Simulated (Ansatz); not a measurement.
Consider the ligand exchange at a Ti–F bond: `[F][Ti]([F])([F])[F]` + H₂S → `[F][Ti]([F])([F])[SH]` + H–F.

Gas-phase electronic energies from Ansatz, PBE0-D4/def2-TZVP geometries. CCSD(T)/CBS adds triple-zeta CCSD(T) − MP2 to the extrapolated MP2 energy (def2 sets, frozen cores). This one scheme is used for every species. DFT in def2-TZVPP. For Ti outer-core shells are correlated without core-valence functions, which leaves a few kJ/mol of doubt a bond. Scalar relativity is left out up to krypton. Each species was taken in one conformer, which may not be the lowest.

`[F][Ti]([F])([F])[F]`:

```xyz
5

F    -0.304    1.694    0.252
Ti    0.000    0.000    0.000
F    -0.191   -0.853    1.504
F     1.623   -0.217   -0.587
F    -1.127   -0.624   -1.168
```

H₂S:

```xyz
3

S    -0.570   -0.057    0.236
H     0.646   -0.458    0.636
H    -0.076    0.515   -0.872
```

`[F][Ti]([F])([F])[SH]`:

```xyz
6

F     1.043    1.404   -0.671
Ti   -0.131    0.125   -0.507
F    -1.662    0.545   -1.213
F     0.547   -1.315   -1.221
S    -0.550   -0.244    1.697
H     0.753   -0.515    1.916
```

H–F:

Cartesian coordinates in Å:
```
F -0.152 0.178 -0.396
H 0.152 -0.178 0.396
```

```json
{"level": "CAM-B3LYP-D4", "ΔE (kcal/mol)": "21.8"}
{"level": "r2SCANh", "ΔE (kcal/mol)": "19.4"}
{"level": "r2SCAN0", "ΔE (kcal/mol)": "19.1"}
{"level": "BHLYP", "ΔE (kcal/mol)": "21.2"}
```

**Question.** What does CCSD(T)/CBS give? (Best estimate.)

**Answer.** Ansatz gave: +16.9 kcal/mol. The listed levels differ from it by 4.9, 2.5, 2.2, 4.3 kcal/mol.

Largest T1 diagnostic among the species: 0.025, so the coupled-cluster value is less sure than usual.

From r2SCAN to r2SCAN0 (25 % exact exchange), in def2-TZVPP and without D4, ΔE moves by −0.7 kcal/mol. In def2-TZVPP, CCSD(T) changes the Hartree–Fock value by −5.2 kcal/mol (the triples alone add −1.7 kcal/mol) and MP2 by −6.7 kcal/mol.
